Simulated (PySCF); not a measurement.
Electron correlation in Sn⁺ (tin, charge +1)

[Kr] 4d10 5s2 5p1, 2P determinant. All numbers are calculated (PySCF 2.14, the spin-free X2C one-electron Hamiltonian (Gaussian nucleus), in aug-cc-pwCVTZ-DK3 (10s9p7d4f1g, 109 functions)). Frozen: [Ar] 3d10; 21 electrons correlated.

MP2 pair energies summed by pair of shells (mhartree):

```tsv
pair	energy	share (%)
4d-4d	-336.84	47.0
4p-4d	-137.17	19.2
4d-5s	-84.33	11.8
4p-4p	-42.57	5.9
4s-4d	-28.20	3.9
4d-5p	-20.53	2.9
5s-5s	-18.87	2.6
4s-4p	-16.45	2.3
5s-5p	-14.51	2.0
4p-5s	-9.57	1.3
4s-4s	-3.39	0.5
4p-5p	-2.37	0.3
4s-5s	-1.09	0.2
4s-5p	-0.28	0.0
```

Total MP2 correlation energy: -716.17 mhartree.

Same-spin part -242.85 and opposite-spin part -473.32 mhartree; SCS-MP2 scales them by 1/3 and 6/5 to -648.94 mhartree.
